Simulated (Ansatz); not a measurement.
Computed with Ansatz on PBE0-D4/def2-TZVP structures; ΔE is electronic, products minus reactants. CBS: MP2 limit from def2 TZ/QZ plus the TZ coupled-cluster correction, frozen cores. DFT in def2-TZVPP. B3LYP here is the variant with VWN-RPA as its local correlation; programs differ in this. For Br, Ge outer-core shells are correlated without core-valence functions, which leaves a few kJ/mol of doubt a bond. Scalar relativity is left out up to krypton. Each species was taken in one conformer, which may not be the lowest.

`C[O][Ge][NH2]` + `CSB(C)Br` → `C[S][Ge][NH2]` + `COB(C)Br`  (redistribution)

`C[O][Ge][NH2]`:

Cartesian coordinates in Å:
```
C -1.738 0.004 -0.017
O -0.361 0.246 -0.138
Ge 0.841 -0.923 0.511
N 2.259 0.073 -0.021
H -1.962 -0.942 0.495
H -2.212 0.813 0.550
H -2.200 -0.032 -1.009
H 3.217 -0.193 0.132
H 2.155 0.953 -0.503
```

`CSB(C)Br`:

Cartesian coordinates in Å:
```
C 0.516 1.359 -1.683
S -0.254 1.182 -0.061
B -0.076 -0.520 0.404
C -0.646 -1.006 1.771
Br 0.810 -1.791 -0.750
H 0.409 2.405 -1.968
H 0.016 0.727 -2.414
H 1.572 1.098 -1.635
H -1.378 -1.804 1.611
H 0.153 -1.442 2.379
H -1.122 -0.209 2.346
```

`C[S][Ge][NH2]`:

```xyz
9

C    -0.305   -0.082    1.991
S     0.725   -0.276    0.511
Ge   -0.734    0.330   -1.071
N     0.397    0.096   -2.476
H     0.158    0.644    2.659
H    -0.384   -1.040    2.503
H    -1.306    0.265    1.730
H     0.093    0.276   -3.419
H     1.355   -0.213   -2.429
```

`COB(C)Br`:

```xyz
11

C    -1.150    1.541   -0.410
O    -0.008    0.791   -0.045
B     0.104   -0.536    0.053
C     1.449   -1.197    0.479
Br   -1.422   -1.701   -0.335
H    -0.875    2.199   -1.235
H    -1.976    0.895   -0.711
H    -1.452    2.149    0.444
H     2.231   -0.455    0.646
H     1.787   -1.907   -0.282
H     1.313   -1.779    1.396
```

```json
{"level": "PBE-D4", "ΔE (kJ/mol)": "-64.3", "difference from CCSD(T)/CBS": "-0.1"}
{"level": "r2SCAN-D4", "ΔE (kJ/mol)": "-64.9", "difference from CCSD(T)/CBS": "-0.7"}
{"level": "PBE0-D4", "ΔE (kJ/mol)": "-67.9", "difference from CCSD(T)/CBS": "-3.7"}
{"level": "B3LYP-D4", "ΔE (kJ/mol)": "-68.6", "difference from CCSD(T)/CBS": "-4.4"}
{"level": "ωB97X-V", "ΔE (kJ/mol)": "-61.9", "difference from CCSD(T)/CBS": "2.3"}
{"level": "ωB97M-V", "ΔE (kJ/mol)": "-65.7", "difference from CCSD(T)/CBS": "-1.5"}
{"level": "B2PLYP", "ΔE (kJ/mol)": "-65.6", "difference from CCSD(T)/CBS": "-1.4"}
{"level": "PBE", "ΔE (kJ/mol)": "-65.5", "difference from CCSD(T)/CBS": "-1.3"}
{"level": "r2SCAN", "ΔE (kJ/mol)": "-65.2", "difference from CCSD(T)/CBS": "-1.0"}
{"level": "PBE0", "ΔE (kJ/mol)": "-68.9", "difference from CCSD(T)/CBS": "-4.7"}
{"level": "B3LYP", "ΔE (kJ/mol)": "-70.7", "difference from CCSD(T)/CBS": "-6.5"}
{"level": "HF/def2-TZVPP", "ΔE (kJ/mol)": "-76.8", "difference from CCSD(T)/CBS": "-12.6"}
{"level": "MP2/def2-TZVPP", "ΔE (kJ/mol)": "-58.7", "difference from CCSD(T)/CBS": "5.5"}
{"level": "SCS-MP2/def2-TZVPP", "ΔE (kJ/mol)": "-59.3", "difference from CCSD(T)/CBS": "4.9"}
{"level": "CCSD/def2-TZVPP", "ΔE (kJ/mol)": "-64.3", "difference from CCSD(T)/CBS": "-0.1"}
{"level": "CCSD(T)/def2-TZVPP", "ΔE (kJ/mol)": "-62.3", "difference from CCSD(T)/CBS": "1.9"}
{"level": "HF/def2-QZVPP", "ΔE (kJ/mol)": "-76.4", "difference from CCSD(T)/CBS": "-12.2"}
{"level": "MP2/def2-QZVPP", "ΔE (kJ/mol)": "-59.7", "difference from CCSD(T)/CBS": "4.5"}
{"level": "SCS-MP2/def2-QZVPP", "ΔE (kJ/mol)": "-60.5", "difference from CCSD(T)/CBS": "3.7"}
{"level": "HF/CBS(def2)", "ΔE (kJ/mol)": "-76.4", "difference from CCSD(T)/CBS": "-12.2"}
{"level": "MP2/CBS(def2)", "ΔE (kJ/mol)": "-60.7", "difference from CCSD(T)/CBS": "3.5"}
{"level": "CCSD/CBS(def2)", "ΔE (kJ/mol)": "-66.2", "difference from CCSD(T)/CBS": "-2.0"}
{"level": "CCSD(T)/CBS", "ΔE (kJ/mol)": "-64.2", "difference from CCSD(T)/CBS": "0"}
```

Largest T1 diagnostic among the species: 0.014.

From PBE to PBE0 (25 % exact exchange), in def2-TZVPP and without D4, ΔE moves by −3.4 kJ/mol. In def2-TZVPP, CCSD(T) changes the Hartree–Fock value by +14.5 kJ/mol (the triples alone add +2.0 kJ/mol) and MP2 by +18.0 kJ/mol.
